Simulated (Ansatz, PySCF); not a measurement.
Process, species as SMILES: C#CB(C)C [ethynyl(dimethyl)borane] → C[B]C + [C]#C (the B-C bond at the site shown breaks; other sites are not compared here)
Each molecule is optimised on its own at B3LYP-D3(BJ)/def2-TZVP (Ansatz, an electronic-structure program). Frequencies are from Ansatz or PySCF. Markedly spin-contaminated UHF reference, which strains HF, MP2 and, less, CCSD(T): [C]#C. High T1 diagnostic, so coupled cluster is less sure: [C]#C.

Wanted: bond dissociation energy (enthalpy at 298 K, with B3LYP-D3(BJ) rigid-rotor harmonic-oscillator terms), in kcal/mol. Valence correlation only, unless marked. UHF or UKS for open shells. No spin-orbit coupling. Non-relativistic. Basis-set limits of correlation are two-point, X^-3; Hartree-Fock from the larger set.

| level | program | bond dissociation energy (kcal/mol) |
|---|---|---|
| BLYP/def2-TZVPD | Ansatz | 139.9 |
| r2SCAN-D4/def2-TZVPD | Ansatz + dftd4 | 140.1 |
| B3LYP/def2-TZVPD | Ansatz | [?] |
| BHLYP-D4/def2-TZVPD | Ansatz + dftd4 | [?] |
| r2SCANh-D4/def2-TZVPD | Ansatz + dftd4 | 139.9 |
| CAM-B3LYP-D3(BJ)/def2-TZVPD | Ansatz + dftd3 | 145.4 |
| LC-wPBE-D3(BJ)/def2-TZVPD | Ansatz + dftd3 | 142.7 |
| LC-wPBE-D4/def2-TZVPD | Ansatz + dftd4 | 143.0 |
| CCSD(T)/CBS(cc-pVTZ,cc-pVQZ) | Ansatz | 145.4 |

**Question.** Some entries are withheld; supply them.

**Answer.** 
- B3LYP/def2-TZVPD, bond dissociation energy (kcal/mol): 142.1
- BHLYP-D4/def2-TZVPD, bond dissociation energy (kcal/mol): 143.8
